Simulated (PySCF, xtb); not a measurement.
Si(H)3(OH) (H₄OSi), SMILES O[SiH3].

Harmonic wavenumbers (cm⁻¹) from GFN2-xTB (xtb 6.7.1) at its own minimum, in rising order: 278, 590, 610, 769, 789, 808, 836, 896, 2234, 2263, 2351, 3680.

Q: What does B3LYP-D3(BJ)/def2-TZVP (PySCF) give at its own minimum? (Estimate from the structure and the level; the computed values follow.)

A: 200, 686, 723, 838, 903, 958, 977, 1005, 2209, 2215, 2262, 3873. Paired by order, the mean absolute difference is 102 cm⁻¹ and the zero-point energies are 23.0 and 24.1 kcal/mol.
